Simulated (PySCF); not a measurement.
## Diatomic cations of Be with the alkali metals

PBE0 with double-zeta basis sets in PySCF, for the lowest determinant that a PBE0 search found; no spin–orbit coupling. De refers to high-spin ground-configuration atoms (the charge goes to the atom of lower measured ionisation energy or higher electron affinity, which is not always the lowest computed limit). A positive dipole points towards Be; it is taken about the centre of mass and depends on that origin.

```json
{"M": "Li", "basis": "aug-cc-pVDZ", "charged atom": "Li+", "state (unpaired electrons)": "singlet (closed shell)", "Re (Å)": "2.604", "ωe (cm⁻¹)": "327", "De (eV)": "0.69", "μ (D)": "-3.19"}
{"M": "Na", "basis": "cc-pVDZ", "charged atom": "Na+", "state (unpaired electrons)": "singlet (closed shell)", "Re (Å)": "2.960", "ωe (cm⁻¹)": "203", "De (eV)": "0.45", "μ (D)": "-0.69"}
{"M": "K", "basis": "def2-SVPD", "charged atom": "K+", "state (unpaired electrons)": "singlet (closed shell)", "Re (Å)": "3.530", "ωe (cm⁻¹)": "138", "De (eV)": "0.25", "μ (D)": "-0.67"}
{"M": "Rb", "basis": "def2-SVP", "charged atom": "Rb+", "state (unpaired electrons)": "singlet (closed shell)", "Re (Å)": "3.710", "ωe (cm⁻¹)": "120", "De (eV)": "0.20", "μ (D)": "0.61"}
{"M": "Cs", "basis": "def2-SVPD", "charged atom": "Cs+", "state (unpaired electrons)": "singlet (closed shell)", "Re (Å)": "3.956", "ωe (cm⁻¹)": "104", "De (eV)": "0.16", "μ (D)": "0.91"}
```

Task: By what factor does the bond length vary along the series?

Result: At PBE0 it runs from 2.604 Å (LiBe⁺) to 3.956 Å (CsBe⁺), a factor of 1.52.

The rows differ in basis set, which adds steps of its own.

Down a group the atoms grow and get heavier, so bonds lengthen and wavenumbers fall; this series shows no clear exception.

Closed-shell solutions of metal pairs were not tested for spin polarisation, which can lower them a little. Weak bonds: CsBe⁺, KBe⁺, NaBe⁺, RbBe⁺. Basis-set superposition, not corrected here, can be much of De in a small basis, most of all at correlated wavefunction levels. Spin–orbit coupling is left out. For an ion De counts to the pair picked by the measured ionisation energies or electron affinities, which need not be the lowest pair at this level.
